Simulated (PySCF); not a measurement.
## Working out the ionisation energy of Rh⁺

Rh⁺ [Kr] 4d8 (3F) → Rh²⁺ [Kr] 4d7 (4F). All numbers are calculated (PySCF 2.14, scalar relativity through the core potential, in def2-TZVP with the def2 core potential (28 electrons) (6s4p3d1f, 40 functions)). Frozen: 4s2 4p6. Energies in hartree (1 hartree = 27.21139 eV):

```csv
part,Rh⁺ (lower),Rh²⁺ (upper)
UHF,-109.511356,-108.916771
MP2 opposite-spin,-0.096824,-0.061861
MP2 same-spin,-0.058799,-0.048699
```

**Question.** What does Hartree-Fock give?

**Answer.** (-108.916771) − (-109.511356) = 0.594585 hartree = 16.179 eV.

**Question.** What do MP2 and SCS-MP2 (6/5 opposite-spin, 1/3 same-spin) give?

**Answer.** The opposite-spin parts differ by 0.951 eV and the same-spin parts by 0.275 eV. MP2: 16.179 + (0.951) + (0.275) = 17.405 eV. SCS-MP2: 16.179 + 1.2 × (0.951) + (0.275)/3 = 17.412 eV.

Reference: 18.08 eV (semi-empirical (NIST evaluation); NIST Atomic Spectra Database, ionization energies), between the lowest levels; spin-orbit coupling is absent from the calculation.

What remains against the reference includes basis incompleteness, the frozen core and correlation beyond second order.
